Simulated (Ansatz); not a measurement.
Frontier orbitals of C2H3BO.

```xyz
7

B     0.365    0.195   -1.374
C    -0.344    0.354   -0.189
C    -0.011   -0.367    1.038
O     0.894   -1.161    1.159
H     0.951    0.074   -2.384
H    -1.188    1.040   -0.150
H    -0.668   -0.136    1.901
```

Total charge 0; spin multiplicity 1. The bonds changed during the relaxation, so this is another structure than the one it started from. All single points use the PBE0-D4/def2-TZVP geometry. Basis def2-TZVPP, Ansatz.

A caution on the coupled-cluster cation, which keeps the state that its UHF reference found: spin contamination of the cation.

Orbital energies of one run (eV). Highest occupied ones, from the top: -5.98, -6.58, -9.96, -10.01, -10.92, -12.37, -12.58, -15.07, -19.34, -27.22, -182.07, -272.98, -275.39, -515.23. Empty: -2.83, -2.28, 0.95, 1.27, 2.25, 2.58.

**Question.** Which functional gave them?
A. CAM-B3LYP
B. ωB97X-V
C. BHLYP
D. r2SCAN

**Answer.** D. HOMO energies: r2SCAN -5.98, CAM-B3LYP -8.72, ωB97X-V -9.67, BHLYP -8.34 eV.
